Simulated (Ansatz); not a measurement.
[closo-1-(NH3)B7H6]- (B7NH9⁻), relaxed as a singlet with RKS PBE-D4/def2-SVPD in Ansatz, starting from the GFN2-xTB geometry. Force threshold 0.02 eV/Å.

Start:

```xyz
17

B    -0.7784    0.4336   -1.2425
B    -0.3011   -1.1260   -0.9895
B    -0.2459   -0.0183    0.3540
B     1.4224    0.4793    0.2687
B     1.0592   -1.0977   -0.0554
B     0.9798    0.0661   -1.4341
B     0.2872    1.4253   -0.4651
H    -1.7789    0.7854   -1.8387
H    -0.8890   -2.1230   -1.3654
N    -1.2811   -0.0870    1.8788
H    -1.4585    0.8712    2.1421
H    -0.7335   -0.5798    2.5690
H    -2.1271   -0.5814    1.6351
H     2.3266    0.8715    0.9817
H     1.6484   -2.0698    0.3783
H     1.6631    0.1135   -2.4308
H     0.2067    2.6372   -0.3861
```

```csv
step,energy (eV),largest force component (eV/Å),SCF passes
1,-6359.8217,1.515,20
2,-6360.0279,1.064,19
3,-6360.1008,0.484,25
4 (rejected),-6360.0562,0.438,19
5,-6360.1391,0.064,19
6,-6360.1396,0.018,21
```

Force components are those of the run's own axes.

End:

```xyz
17

B    -0.824    0.439   -1.217
B    -0.336   -1.148   -0.961
B    -0.282   -0.019    0.411
B     1.419    0.486    0.318
B     1.049   -1.119   -0.013
B     0.958    0.065   -1.402
B     0.264    1.449   -0.431
H    -1.815    0.795   -1.831
H    -0.914   -2.148   -1.352
N    -1.190   -0.081    1.742
H    -1.409    0.871    2.062
H    -0.685   -0.576    2.489
H    -2.068   -0.577    1.546
H     2.340    0.882    1.012
H     1.651   -2.095    0.403
H     1.645    0.112   -2.408
H     0.196    2.665   -0.369
```

By distances, no bond broke or formed. The bond that changes most is B3–N10, from 1.84 to 1.61 Å (atoms count from 1).

No frequencies were taken in this run, so the end may be a saddle point.

It took 28 s on 4 threads of Intel Xeon on a shared host.
